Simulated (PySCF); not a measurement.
# Löwdin shares of the frontier orbitals

Compound: C5H3FO2.
Numbering: `[CH:1]#[C:2]/[CH:3]=[C:4](\[F:5])[C:6](=[O:7])[OH:8]` (hydrogens: H9 on C1; H10 on C3; H11 on O8)

The calculation used TDDFT CAM-B3LYP/def2-SVPD, vertical, gas phase, core orbitals frozen in the response in PySCF. One conformer (not necessarily the lowest) at the GFN2-xTB geometry, without solvent, vibrations or thermal averaging. Torsions of this conformer, `[CH:1]#[C:2]/[CH:3]=[C:4](\[F:5])[C:6](=[O:7])[OH:8]`: C3–C4–C6–O7 180°, H–O8–C6–C4 180°.

Frontier orbitals with the atoms that hold most of them (Löwdin shares over 4%, at most four atoms; ? is withheld):

```tsv
orbital	ε (eV)	atoms
HOMO-3	-11.44	O8 43%, O7 40%, C6 12%
HOMO-2	-10.39	O7 66%, O8 12%, C6 8%, C4 5%
HOMO-1	-10.02	C1 41%, C2 39%, C3 6%
HOMO	-8.93	?
LUMO	-1.39	?
LUMO+1	0.76	O8 34%, C6 18%, H11 16%, O7 9%
LUMO+2	1.40	C1 26%, C2 16%, O8 13%, C3 10%
```

Task: Which atoms hold the HOMO, and with what shares?

Result: C1 (bonded to C and H) 24%; C4 (bonded to 2 C and F) 21%; C2 (bonded to 2 C) 20%; C3 (bonded to 2 C and H) 16%.

Task: Give the leading atoms of the LUMO.

Result: C3 (bonded to 2 C and H) 20%; C4 (bonded to 2 C and F) 18%; C6 (bonded to C and 2 O) 15%; O7 (bonded to C) 13%. By element: carbon 52% or more, oxygen 13% or more.

Task: How does S1 compare with the orbital gap of 7.54 eV?

Result: S1 is at 4.87 eV (f = 0.0000), 2.68 eV below the gap, made of HOMO-1→LUMO (76%), HOMO-2→LUMO (16%). Its leading pair isn't HOMO and LUMO; the energies of that pair differ by 8.63 eV. Without the coupling terms of the response equations the lowest excitation would equal the gap.

Task: One configuration dominates each of S1, S2 and S3. Which, and how do the shares of the two leading atoms of either orbital change from the occupied to the empty one?

Result: 
- S1 (4.87 eV, f 0.0000), HOMO-1→LUMO (76%): C1 41% → at most 13%, C2 39% → at most 13%, C3 6% → 20%, C4 at most 4% → 18%
- S2 (5.01 eV, f 0.486), HOMO→LUMO (93%): C1 24% → at most 13%, C4 21% → 18%, C3 16% → 20%
- S3 (5.05 eV, f 0.0001), HOMO-2→LUMO (73%): O7 66% → 13%, O8 12% → at most 13%, C3 at most 5% → 20%, C4 5% → 18%

Löwdin shares depend on the basis, the more so with diffuse functions.
